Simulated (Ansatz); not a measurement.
System: HS2, charge 0, doublet. HS2 (SMILES [S]S, doublet).
B3LYP-D3(BJ)/def2-TZVP minimum from Ansatz (a first-principles code):
```xyz
3

S     -0.9203     0.0126     0.4581
S      0.8239     0.0408    -0.4735
H      1.5432    -0.8556     0.2469
```
Charge 0, spin multiplicity 2.

Total energies in aug-cc-pV(T+d)Z, 13 correlated electrons, 10 frozen orbitals. Open shells are spin-unrestricted; no spin-orbit coupling. Correlated methods leave the cores frozen. No relativity.

```json
[
 {"method": "HF", "program": "Ansatz", "energy (Eh)": "-795.67460", "minus CCSDT(Q) (mEh)": "392.06"},
 {"method": "MP2", "program": "Ansatz", "energy (Eh)": "-796.00852", "minus CCSDT(Q) (mEh)": "58.14"},
 {"method": "CCSD", "program": "Ansatz", "energy (Eh)": "-796.04457", "minus CCSDT(Q) (mEh)": "22.09"},
 {"method": "CCSD(T)", "program": "Ansatz", "energy (Eh)": "-796.06394", "minus CCSDT(Q) (mEh)": "2.72"},
 {"method": "CCSDT(Q)", "program": "Ansatz", "energy (Eh)": "-796.06666", "minus CCSDT(Q) (mEh)": "0.00"}
]
```

Rough core times of Ansatz's runs on a shared machine: CCSD(T) 50 s, CCSDT(Q) 90 min.
